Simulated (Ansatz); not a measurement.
One change: `[CH3][GeH]([OH])[Cl]` becomes `[CH3][GeH]([Cl])[SeH]`.

Ansatz, PBE0-D4/def2-TZVP geometries, multiplicity 1. Each molecule was computed in one conformer, which needn't be the lowest.

Scalar relativity is left out up to krypton.

```json
{"property": "size of the dipole moment (ωB97M-V/def2-TZVPP) / D", "`[CH3][GeH]([OH])[Cl]`": "2.29"}
{"property": "LUMO energy (B3LYP/def2-TZVPP) / eV", "`[CH3][GeH]([OH])[Cl]`": "0.04"}
{"property": "HOMO–LUMO gap (PBE0/def2-TZVPP) / eV", "`[CH3][GeH]([OH])[Cl]`": "8.92"}
{"property": "LUMO energy (ωB97M-V/def2-TZVPP) / eV", "`[CH3][GeH]([OH])[Cl]`": "2.08"}
{"property": "HOMO–LUMO gap (PBE/def2-TZVPP) / eV", "`[CH3][GeH]([OH])[Cl]`": "6.48"}
{"property": "HOMO–LUMO gap (B3LYP/def2-TZVPP) / eV", "`[CH3][GeH]([OH])[Cl]`": "8.32"}
```

**Question.** Give the same properties after the change, and the shifts. (Estimate.)

**Answer.** Computed: 
| property | `[CH3][GeH]([Cl])[SeH]` | shift |
| --- | --- | --- |
| size of the dipole moment (ωB97M-V/def2-TZVPP) / D | 2.36 | 0.07 |
| LUMO energy (B3LYP/def2-TZVPP) / eV | -0.83 | -0.87 |
| HOMO–LUMO gap (PBE0/def2-TZVPP) / eV | 6.68 | -2.24 |
| LUMO energy (ωB97M-V/def2-TZVPP) / eV | 1.37 | -0.71 |
| HOMO–LUMO gap (PBE/def2-TZVPP) / eV | 4.61 | -1.87 |
| HOMO–LUMO gap (B3LYP/def2-TZVPP) / eV | 6.15 | -2.17 |

With PBE0 the HOMO rises by 1.29 eV and the LUMO falls by 0.95 eV, so the gap narrows by about 2.24 eV. PBE moves the HOMO by 1.01 eV and ωB97M-V by 1.38 eV. Dipoles are sizes alone; their direction can turn.

B3LYP here is the variant with VWN-RPA as its local correlation; programs differ in this.

Spin–orbit coupling is left out; it splits and shifts lone-pair levels of the heavy atoms by tenths of an eV.
